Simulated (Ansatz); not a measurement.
One geometry of Cd₂Te, several levels of theory.

```yaml
crystal:
  periodic: [false, false, false]
  atoms:
    - {symbol: Cd, position_ang: [-2.568395, -0.012321, 0.891318]}
    - {symbol: Cd, position_ang: [2.568591, 0.010657, -0.890529]}
    - {symbol: Te, position_ang: [-0.000206, 0.001664, -0.000790]}
basis:
  gaussian: {orbitals: def2-TZVPP, initial_orbitals: start.molden}
correlation: {method: ccsd_t}
scf: {omitted_lower_state_checks: [starts]}
output: {orbitals: {seedname: orbitals}}
```

The file start.molden holds the orbitals of an earlier run on this structure, at another level or in another basis.

```sh
$ ansatz run in.yaml --threads 4 --pin off --events-out ev --progress --plain --max-ram 3916MiB
```

Output, abridged:

```
Functional definition: HF
1268 factors; integrals over basis functions are off by at most 3.8e-4 eV
mean field evaluation 1: about -16346.2976 eV, gradient 1.7e1 eV
mean field evaluation 2: about -16347.0678 eV, gradient 8.0e-1 eV
mean field evaluation 4: about -16347.3743 eV, gradient 1.3e-2 eV
mean field evaluation 8: about -16347.3744 eV, gradient 3.0e-6 eV
mean field evaluation 16: about -16342.8081 eV, gradient 2.6e0 eV
mean field evaluation 32: about -16342.8413 eV, gradient 5.3e-1 eV
mean field -16347.37440424 eV, -600.7549287075 hartree, gradient 1.0e-6 eV, S^2 0.000000; 0 other end points of the search recorded, 0 dependent functions left out; unrestricted orbitals would lower it
4 core orbitals not correlated: weight in the atoms' cores, before any rotation towards them, 1.000 or more for the frozen orbitals, at most 0.000 for the correlated occupied ones
reference -16347.37440424 eV, -600.7549287075 hartree; 28, 28 occupied and 130, 130 virtual orbitals, 1268 factors
second order -51.68378379 eV of doubles, -0.00000000 eV of singles
cycle   1  -47.44117856 eV  change     4.2e0 eV  update   1.6e-1
cycle   2  -48.67662831 eV  change    -1.2e0 eV  update   5.7e-2
cycle   3  -48.87701134 eV  change   -2.0e-1 eV  update   2.0e-2
cycle   4  -48.82676747 eV  change    5.0e-2 eV  update   7.3e-3
cycle   5  -48.79939207 eV  change    2.7e-2 eV  update   2.2e-3
cycle   6  -48.80220595 eV  change   -2.8e-3 eV  update   1.0e-3
cycle   7  -48.80487352 eV  change   -2.7e-3 eV  update   3.1e-4
cycle   8  -48.80458095 eV  change    2.9e-4 eV  update   1.5e-4
cycle   9  -48.80456026 eV  change    2.1e-5 eV  update   3.3e-5
perturbative correction -1.54916943 eV, -0.0569309265 hartree
Total energy: -16397.72813393 eV, -602.6053941427 hartree
Checks for a lower state left out: starts
```

Run time 41 s (4 threads of Arm Neoverse V1 on a shared host), peak host memory 1.4 GiB.

As the first input, with `gaussian: {orbitals: def2-SVP, initial_orbitals: start.molden}`, `hamiltonian: {xc: pbe0, dispersion: d4}` and without the key `correlation` (abridged; 1.4 s):

```
Functional definition: PBE0
mean field -16422.11796588 eV, -603.5017039347 hartree, gradient 2.0e-5 eV, S^2 0.000000
Total energy: -16422.22547104 eV, -603.5056546766 hartree
Checks for a lower state left out: starts
```

First input, but with `gaussian: {orbitals: def2-TZVP, initial_orbitals: start.molden}`, `hamiltonian: {xc: {name: BHLYP}, dispersion: d4}` and without the key `correlation` (abridged; 2.6 s):

```
Functional definition: BHLYP
mean field -16418.04679481 eV, -603.3520911574 hartree, gradient 2.2e-5 eV, S^2 0.000000
Total energy: -16418.29484816 eV, -603.3612069501 hartree
Checks for a lower state left out: starts
```

As the first input, with `gaussian: {orbitals: def2-TZVP, initial_orbitals: start.molden}`, `correlation: {method: mp2}` (abridged; 1.5 s):

```
Functional definition: HF
mean field -16347.35979112 eV, -600.7543916853 hartree, gradient 9.3e-7 eV, S^2 0.000000; unrestricted orbitals would lower it
mean field evaluation 16: about -16348.0729 eV, gradient 6.0e-2 eV
4 core orbitals not correlated: weight in the atoms' cores, before any rotation towards them, 1.000 or more for the frozen orbitals, at most 0.000 for the correlated occupied ones
second order -40.22248781 eV of doubles, -0.00000000 eV of singles
Total energy: -16387.58227893 eV, -602.2325408483 hartree
Checks for a lower state left out: starts
```

The first input with `gaussian: {orbitals: def2-TZVP, initial_orbitals: start.molden}`, `hamiltonian: {xc: {name: LC-wPBE, parameters: {omega: 0.2/bohr}}}` and without the key `correlation` (abridged; 1.9 s):

```
Functional definition: LC-wPBE
mean field -16425.22652929 eV, -603.6159415329 hartree, gradient 1.5e-5 eV, S^2 0.000000
Total energy: -16425.22652930 eV, -603.6159415335 hartree
Checks for a lower state left out: starts
```

First input, but with `gaussian: {orbitals: def2-TZVP, initial_orbitals: start.molden}`, `hamiltonian: {xc: r2scan, dispersion: d4}` and without the key `correlation` (abridged; 2.8 s):

```
Functional definition: r2SCAN
mean field -16430.61404831 eV, -603.8139292051 hartree, gradient 2.5e-5 eV, S^2 0.000000
Total energy: -16430.63803102 eV, -603.8148105536 hartree
Checks for a lower state left out: starts
```

Geometry: PBE0-D4/def2-TZVP.

In the def2 sets Cd, Te take a core potential; there is no spin–orbit coupling. Correlated methods freeze 4 core orbitals; core or outer-core shells of Cd, Te are correlated, in sets that lack core-valence functions. At CCSD(T)/def2-TZVPP, MP2/def2-TZVP the restricted singlet (for correlated methods, its reference) is unstable: a solution with broken spin symmetry lies lower. The order of the spin states hangs on the level: the triplet lies 0.10 eV below the singlet at PBE0-D4/def2-TZVP, but 0.23 eV above it at MP2/def2-TZVP. The structure comes from a short search, and lower isomers may exist.
